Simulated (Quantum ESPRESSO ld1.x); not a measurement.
Values are calculated unless marked as measured or tabulated.
Tl7+, 74 electrons, occupied as [Xe] 4f14 5d6.

Code: ld1.x of Quantum ESPRESSO 7.5. Model: scalar-relativistic Kohn-Sham, LDA (Slater exchange, Perdew-Zunger correlation), spin-polarised, spherical densities, point nucleus; open shells are filled with parallel spins first.

Energy parts (hartree):
| part | energy |
|---|---|
| total | -20221.785 |
| kinetic | 22780.408 |
| electron-nucleus | -50165.555 |
| Hartree | 7527.129 |
| exchange-correlation | -363.767 |

Orbitals (lengths in bohr, moments of r in powers of bohr):
orbital  occ.  eigenvalue (hartree)       <r^4>      <r^2>
1s up       1              -3148.57   3.759e-07  0.0003690
1s down     1              -3148.57   3.759e-07  0.0003690
2s up       1              -563.850  0.00005454   0.005608
2s down     1              -563.833  0.00005454   0.005608
2p up       3              -485.618  0.00004492   0.004757
2p down     3              -485.604  0.00004492   0.004757
3s up       1              -137.510    0.001963    0.03611
3s down     1              -137.501    0.001963    0.03611
3p up       3              -115.002    0.002179    0.03731
3p down     3              -114.992    0.002179    0.03730
3d up       5              -91.6704    0.001672    0.03089
3d down     5              -91.6572    0.001672    0.03089
4s up       1              -33.6502     0.04324     0.1732
4s down     1              -33.6328     0.04322     0.1732
4p up       3              -26.2686     0.05804     0.1983
4p down     3              -26.2511     0.05794     0.1982
4d up       5              -17.6232     0.07858     0.2233
4d down     5              -17.6026     0.07824     0.2229
4f up       7              -8.04526      0.1330     0.2607
4f down     7              -8.01931      0.1305     0.2588
5s up       1              -8.60138      0.9939     0.8364
5s down     1              -8.50479      0.9827     0.8313
5p up       3              -6.52145       1.656      1.070
5p down     3              -6.41023       1.646      1.065
5d up       5              -4.09937       3.952      1.620
5d down     1              -3.98058       4.040      1.631

The highest occupied level is 5d down at -108.32 eV. Summed over all electrons, <r^2> = 25.86 bohr^2, which gives a Langevin (diamagnetic) susceptibility term of -20.5 x 10^-6 cm^3/mol. The density falls to 0.001 e/bohr^3 at r = 2.66 bohr. For comparison, the ionisation energy in NIST's Atomic Spectra Database is 116 eV (theoretical). In exact Kohn-Sham theory the highest level is minus the ionisation energy, but local and semilocal functionals leave it too shallow, through self-interaction and a potential that decays too fast; potentials with the right tail come closer.

Beside tabulated values, note that scalar-relativistic runs lack spin-orbit coupling.
